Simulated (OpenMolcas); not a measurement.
# P I: effect of the level shift or regulariser

```
Program             : OpenMolcas 26.06
Basis               : ANO-RCC-VTZP [5s4p2d1f]
Scalar Hamiltonian  : DKH2, point nucleus
Active space        : 5 electrons in 4 orbitals (3s 3p)
State averaging     : 2S+1 = 4 odd, 1 root; 2S+1 = 2 odd, 8 roots
Spin-orbit coupling : state interaction with AMFI integrals over the reference wave functions, term energies averaged over their components
```

Methods on the same reference wave functions:
A. CASSCF
B. SS-CASPT2, IPEA 0.25 Eh, imaginary shift 0.1 Eh (closed shells correlated: 2s 2p)
C. SS-CASPT2, IPEA 0.25 Eh, real shift 0.2 Eh (closed shells correlated: 2s 2p)

Energies in cm-1 above 3s2 3p3 4S* 3/2, the measured ground level; measured values from NIST Handbook of Basic Atomic Spectroscopic Data.

```
          Level      A      B      C  Measured
3s2 3p3 4S* 3/2    0.0    0.0    0.0       0.0
3s2 3p3 2D* 3/2  15362  11850  11930     11361
3s2 3p3 2D* 5/2  15374  11860  11940     11377
3s2 3p3 2P* 1/2  20753  18940  19000     18723
3s2 3p3 2P* 3/2  20757  18940  19010     18748
```

Deviations, from unrounded energies. A percentage is the sum of absolute deviations over the sum of measured energies, with the sign that they share, or ± where signs differ.

| Against measurement | Levels | A | B | C |
| --- | --- | --- | --- | --- |
| mean absolute deviation (cm-1) | 4 | 3000 | 350 | 420 |
| other terms of the ground configuration (%) | 4 | +20.0 | +2.3 | +2.8 |

B lies closest to measurement on these levels and A furthest from it. The largest miss of B in the table is 3s2 3p3 2D* 3/2, by +490 cm-1. The ranking rests on the paired levels alone, and a cruder setting can come out closer through cancelling errors.

Between B and C the level of the table that moves most is 3s2 3p3 2D* 5/2, by 77 cm-1 (lowest in B, highest in C). Moves below CASPT2's spread within the term are not significant.

The mean deviations of B to C differ by less than CASPT2's widest spread within a term (240 cm-1), so their order carries little weight.

From A to B the spin-free energies of the other terms of 3s2 3p3 shown, above 4S*, scale by factors of 0.77 to 0.91.

The lowest spin-free term lies below A's lowest term by 0.099 hartree in B, 0.098 hartree in C.

Term energies are means over components that CASPT2 splits; among the terms shown or strongly mixed into the levels shown the widest spread is 240 cm-1 (3s2 3p3 2D*, B). No level of 3s 3p4 was computed, though it lies in the active space. Without dynamic correlation excited terms often stand tens of per cent too high (terms of higher spin than the ground term too low), and those without a measured partner can miss by more than the paired ones (holds for A). Computed and measured levels are paired by configuration, term and J; levels that our copy of the source lacks, or whose pairing is in doubt (as where it misses far off the trend of its configuration), stay unpaired and out of the deviations. Only configurations of the active space appear.

* marks odd parity.
